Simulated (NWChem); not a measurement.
System: hexafluoropropene (C$_{3}$F$_{6}$); SMILES FC(F)=C(F)C(F)(F)F

```xyz
9

F     -0.4801    -2.5759     0.0007
C      0.1605    -1.4244    -0.0002
F      1.4676    -1.5756     0.0000
C     -0.4859    -0.2389    -0.0012
F     -1.8282    -0.2244     0.0004
C      0.1367     1.1318    -0.0003
F     -0.2308     1.8206     1.1035
F      1.4808     1.0677    -0.0326
F     -0.2835     1.8418    -1.0709
```
Atoms are numbered in this order, from 1.

Results from NWChem. Pople sets run with spherical d functions. Coordinates come from a PBE-D3(BJ)/def2-SVP optimisation. Vertical excitations in the gas phase.

Task: Estimate the computed values for B3LYP/6-31G*, full TDDFT. Quantities: lowest excitation, singlet (eV); oscillator strength of that lowest state; lowest state with f > 0.02, singlet (eV); oscillator strength of that bright state; orbital gap (eV).

Result: 
| Property | Result |
|---|---|
| lowest excitation, singlet (eV) | 7.02 |
| oscillator strength of that lowest state | 0.002 |
| lowest state with f > 0.02, singlet (eV) | 7.50 |
| oscillator strength of that bright state | 0.383 |
| orbital gap (eV) | 7.06 |
